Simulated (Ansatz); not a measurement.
Molecule: ReF3 (charge 0, quintet). The spin state was set by rule; other spins were not relaxed. SMILES: [F][Re]([F])[F]
Structure (B3LYP-D3(BJ)/def2-TZVP (Ansatz, a program for electronic structure) minimum search):
```xyz
4

Re    -0.0398    -0.0684     0.0009
F      1.7655     0.4943    -0.0071
F     -0.4449     1.7785    -0.0244
F     -0.9893    -1.7025     0.0236
```
Charge 0, spin multiplicity 5.

Computed values are from Ansatz. Correlated levels leave the core frozen unless marked. Open shells are spin-unrestricted. No spin-orbit coupling. The frozen core is the preceding noble-gas configuration, with the filled d and f shells of earlier blocks. In def2 rows, elements after Kr have scalar-relativistic effective core potentials. CBS(X,Y): correlation extrapolated as X^-3; Hartree-Fock from the larger set. The bracket is a focal-point correction in the basis named.

The atomisation energy De is 325.1 kcal/mol at RI-MP2/CBS(def2-TZVPP,def2-QZVPP)+[CCSD(T)-MP2]/def2-TZVPP and the total energy is -377.2071 Eh at RI-MP2/CBS(def2-TZVPP,def2-QZVPP)+[CCSD(T)-MP2]/def2-TZVPP. The dipole moment is 1.69 D at CCSD(T)/def2-SVPD. The T1 diagnostic is 0.024 at CCSD/def2-TZVPP.
